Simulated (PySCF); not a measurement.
## Electron correlation in La⁺ (lanthanum, charge +1)

[Xe] 5d2, high-spin 3F determinant. All numbers are calculated (PySCF 2.14, scalar relativity by spin-free X2C-1e, in cc-pwCVTZ-X2C (12s11p9d7f4g1h, 186 functions)). Frozen: [Kr] 4d10; 10 electrons correlated.

MP2 pair energies summed by pair of shells (mhartree):

```tsv
pair	energy	share (%)
5p-5p	-113.16	48.2
5p-5d	-59.61	25.4
5s-5p	-42.74	18.2
5s-5d	-8.18	3.5
5s-5s	-7.11	3.0
5d-5d	-3.73	1.6
```

Total MP2 correlation energy: -234.55 mhartree.

Same-spin part -58.03 and opposite-spin part -176.52 mhartree; SCS-MP2 scales them by 1/3 and 6/5 to -231.16 mhartree.
